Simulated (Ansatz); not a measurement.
Nudged elastic band run: C$_{2}$H$_{4}$BClO

Input file:

```yaml
crystal:
  periodic: [false, false, false]
  atoms:
    - { symbol: B, position_ang: [1.069331, 0.7088, -0.770835] }
    - { symbol: C, position_ang: [0.506364, -0.395152, 0.24522] }
    - { symbol: O, position_ang: [1.242942, -1.167334, 0.772369] }
    - { symbol: C, position_ang: [-0.982742, -0.462232, 0.539196] }
    - { symbol: Cl, position_ang: [-1.839299, 0.827834, -0.368318] }
    - { symbol: H, position_ang: [1.459658, 1.751798, -0.339301] }
    - { symbol: H, position_ang: [1.185019, 0.429767, -1.926485] }
    - { symbol: H, position_ang: [-1.385893, -1.42311, 0.230912] }
    - { symbol: H, position_ang: [-1.16698, -0.316472, 1.600042] }
basis:
  gaussian: { orbitals: def2-SVP }
hamiltonian:
  xc: hf
neb:
  order_check: false
  images: 5
  f_tol: 0.05
  max_iterations: 60
  final_atoms:
    - { symbol: B, position_ang: [1.06925296, 0.70974875, -0.76966251] }
    - { symbol: C, position_ang: [0.50680877, -0.39682085, 0.24432198] }
    - { symbol: O, position_ang: [1.24252692, -1.17092379, 0.76973174] }
    - { symbol: C, position_ang: [-0.98244031, -0.46252812, 0.53905997] }
    - { symbol: Cl, position_ang: [-1.83866235, 0.82504692, -0.37234349] }
    - { symbol: H, position_ang: [1.18667631, 0.43265858, -1.92556587] }
    - { symbol: H, position_ang: [1.45678382, 1.75305997, -0.33617561] }
    - { symbol: H, position_ang: [-1.3868254, -1.42391829, 0.23392293] }
    - { symbol: H, position_ang: [-1.16572072, -0.31242416, 1.59951085] }
  initial_path:
    images:
      - { positions_ang: [[1.069331, 0.7088, -0.770835], [0.506364, -0.395152, 0.24522], [1.242942, -1.167334, 0.772369], [-0.982742, -0.462232, 0.539196], [-1.839299, 0.827834, -0.368318], [1.459658, 1.751798, -0.339301], [1.185019, 0.429767, -1.926485], [-1.385893, -1.42311, 0.230912], [-1.16698, -0.316472, 1.600042]] }
      - { positions_ang: [[1.09912261, 0.59603717, -0.81580278], [0.46391819, -0.23513355, 0.30537751], [1.12904507, -0.65855675, 1.00370443], [-0.96204717, -0.47207851, 0.50294284], [-1.96240692, 0.81272601, -0.12988044], [1.61446973, 1.0417994, -0.67695482], [1.15525456, 0.77456093, -1.7477282], [-1.28876257, -1.33769855, 0.00662446], [-1.1601935, -0.56775716, 1.53451699]] }
      - { positions_ang: [[1.12891422, 0.48327434, -0.86077056], [0.42147237, -0.0751151, 0.36553502], [1.01514814, -0.14977949, 1.23503987], [-0.94135233, -0.48192503, 0.46668967], [-2.08551484, 0.79761801, 0.10855713], [1.76928146, 0.33180081, -1.01460864], [1.12549013, 1.11935486, -1.56897139], [-1.19163214, -1.25228709, -0.21766308], [-1.15340701, -0.81904231, 1.46899199]] }
      - { positions_ang: [[1.15870582, 0.37051152, -0.90573834], [0.37902656, 0.08490335, 0.42569253], [0.90125121, 0.35899776, 1.4663753], [-0.9206575, -0.49177154, 0.43043651], [-2.20862276, 0.78251002, 0.34699469], [1.9240932, -0.37819779, -1.35226247], [1.09572569, 1.46414879, -1.39021459], [-1.09450171, -1.16687564, -0.44195062], [-1.14662051, -1.07032747, 1.40346698]] }
      - { positions_ang: [[1.1288882, 0.48359059, -0.86037973], [0.42162063, -0.07567139, 0.36523568], [1.01500978, -0.15097609, 1.23416078], [-0.94125177, -0.48202374, 0.46664433], [-2.08530262, 0.79668899, 0.1072153], [1.67828757, -0.10791233, -1.5433636], [1.2160784, 1.56045251, -1.03886826], [-1.19194294, -1.25255652, -0.21665944], [-1.15298724, -0.81769303, 1.46881494]] }
      - { positions_ang: [[1.09907058, 0.59666967, -0.81502112], [0.4642147, -0.23624612, 0.30477883], [1.12876835, -0.66094994, 1.00194626], [-0.96184604, -0.47227593, 0.50285215], [-1.96198249, 0.81086795, -0.1325641], [1.43248194, 0.16237312, -1.73446474], [1.33643111, 1.65675624, -0.68752194], [-1.28938417, -1.3382374, 0.00863175], [-1.15935398, -0.5650586, 1.5341629]] }
      - { positions_ang: [[1.06925296, 0.70974875, -0.76966251], [0.50680877, -0.39682085, 0.24432198], [1.24252692, -1.17092379, 0.76973174], [-0.98244031, -0.46252812, 0.53905997], [-1.83866235, 0.82504692, -0.37234349], [1.18667631, 0.43265858, -1.92556587], [1.45678382, 1.75305997, -0.33617561], [-1.3868254, -1.42391829, 0.23392293], [-1.16572072, -0.31242416, 1.59951085]] }
```

Command:

```bash
$ ansatz run input.yaml --threads 1 --pin off --max-ram 2048MiB --backend cpu --events-out ev --progress --plain --runs-dir out
```

Output, in part (warnings, iteration lines, the closing report on the highest movable image, with atoms numbered from 0):

```
NEB end point (image 0): max|allowed force component| = 5.545e-3 eV/Å (the criterion of neb.relax_end_points is 1.000e-2)
NEB end point (image 6): max|allowed force component| = 7.358e-3 eV/Å (the criterion of neb.relax_end_points is 1.000e-2)
NEB iter   1: max|band force component| = 5.420e1 eV/Å  barrier→ = 13.6747 eV  barrier← = 13.6747 eV  Δτ_max = 0.1907 Å  (275 SCF iters)
NEB iter   2: max|band force component| = 2.505e1 eV/Å  barrier→ = 5.0074 eV  barrier← = 5.0074 eV  Δτ_max = 0.1968 Å  (201 SCF iters)
NEB iter   3: max|band force component| = 1.274e1 eV/Å  barrier→ = 2.4261 eV  barrier← = 2.4261 eV  Δτ_max = 0.1908 Å  (194 SCF iters)
NEB iter   4: max|band force component| = 6.051e0 eV/Å  barrier→ = 1.0348 eV  barrier← = 1.0348 eV  Δτ_max = 0.1930 Å  (194 SCF iters)
NEB iter   5: max|band force component| = 1.862e0 eV/Å  barrier→ = 0.4843 eV  barrier← = 0.4843 eV  Δτ_max = 0.1902 Å  (194 SCF iters)
NEB iter   6: max|band force component| = 1.084e0 eV/Å  barrier→ = 0.3247 eV  barrier← = 0.3247 eV  Δτ_max = 0.1306 Å  (192 SCF iters)
NEB iter   7: max|band force component| = 1.211e0 eV/Å  barrier→ = 0.2867 eV  barrier← = 0.2867 eV  Δτ_max = 0.0470 Å  (195 SCF iters)
NEB iter   8: max|band force component| = 6.028e-1 eV/Å  barrier→ = 0.2809 eV  barrier← = 0.2809 eV  Δτ_max = 0.0572 Å  (183 SCF iters)
NEB iter   9: max|band force component| = 2.962e-1 eV/Å  barrier→ = 0.2746 eV  barrier← = 0.2746 eV  CI = image 3  Δτ_max = 0.0655 Å  (189 SCF iters)
NEB iter  10: max|band force component| = 1.247e-1 eV/Å  barrier→ = 0.2773 eV  barrier← = 0.2773 eV  CI = image 3  Δτ_max = 0.0645 Å  (191 SCF iters)
NEB iter  11: max|band force component| = 1.951e-1 eV/Å  barrier→ = 0.2743 eV  barrier← = 0.2743 eV  CI = image 3  Δτ_max = 0.0323 Å  (195 SCF iters)
NEB iter  12: max|band force component| = 1.407e-1 eV/Å  barrier→ = 0.2719 eV  barrier← = 0.2719 eV  CI = image 3  Δτ_max = 0.0323 Å  (184 SCF iters)
NEB iter  13: max|band force component| = 1.179e-1 eV/Å  barrier→ = 0.2686 eV  barrier← = 0.2686 eV  CI = image 3  Δτ_max = 0.0323 Å  (181 SCF iters)
NEB iter  14: max|band force component| = 1.420e-1 eV/Å  barrier→ = 0.2662 eV  barrier← = 0.2662 eV  CI = image 3  Δτ_max = 0.0162 Å  (185 SCF iters)
NEB iter  15: max|band force component| = 8.071e-2 eV/Å  barrier→ = 0.2652 eV  barrier← = 0.2652 eV  CI = image 3  Δτ_max = 0.0162 Å  (189 SCF iters)
NEB iter  16: max|band force component| = 6.151e-2 eV/Å  barrier→ = 0.2643 eV  barrier← = 0.2643 eV  CI = image 3  Δτ_max = 0.0162 Å  (188 SCF iters)
NEB iter  17: max|band force component| = 3.426e-2 eV/Å  barrier→ = 0.2636 eV  barrier← = 0.2636 eV  CI = image 3  Δτ_max = 0.0162 Å  (171 SCF iters)
NEB iter  18: max|band force component| = 4.137e-2 eV/Å  barrier→ = 0.2631 eV  barrier← = 0.2631 eV  CI = image 3  Δτ_max = 0.0000 Å  (247 SCF iters)
Total energy: -17327.79554092 eV, -636.7847409271 hartree
Atom 0 at     1.166752     0.479862    -0.900234 Å, force    -0.001743    -0.012318    -0.000003 eV/Å
Atom 1 at     0.470680    -0.129503     0.432134 Å, force     0.007026     0.005619     0.005790 eV/Å
Atom 2 at     1.128824    -0.325150     1.406470 Å, force    -0.007354     0.007251    -0.001285 eV/Å
Atom 3 at    -1.016207    -0.453359     0.470747 Å, force     0.009625    -0.013087    -0.002853 eV/Å
Atom 4 at    -1.972431     1.033474     0.185018 Å, force    -0.000511     0.005908     0.002363 eV/Å
Atom 5 at     2.349848     0.356809    -0.994384 Å, force     0.002420     0.002667    -0.001948 eV/Å
Atom 6 at     0.525267     1.003294    -1.759193 Å, force    -0.003095     0.000620     0.001664 eV/Å
Atom 7 at    -1.286150    -1.166124    -0.305780 Å, force    -0.004604     0.006501    -0.002497 eV/Å
Atom 8 at    -1.278183    -0.845406     1.448022 Å, force    -0.001763    -0.003160    -0.001230 eV/Å
Dipole moment:    -0.108545    -0.241418    -0.366483 e Å
```

The forces met the threshold. The band force fell under the threshold earlier too, but the program's further tests of the path sent the band on. A vibrational analysis at the climbing image gives one clearly imaginary mode, 191i cm⁻¹: a first-order saddle point.

Final band (atoms are numbered from 1 in the order of the input):

| image | path coordinate (Å) | energy (eV) | dihedral H7–B1–C2–O3 (°) |
| --- | --- | --- | --- |
| 0 | 0.00 | 0.000 | 88 |
| 1 | 0.92 | 0.040 | 112 |
| 2 | 1.85 | 0.185 | 153 |
| 3 | 2.77 | 0.263 | -161 |
| 4 | 3.82 | 0.190 | -115 |
| 5 | 4.86 | 0.061 | -87 |
| 6 | 5.89 | 0.000 | -87 |

The run took 2.6 min on 1 thread of Arm Neoverse V1 (shared host), peak memory 0.18 GiB.
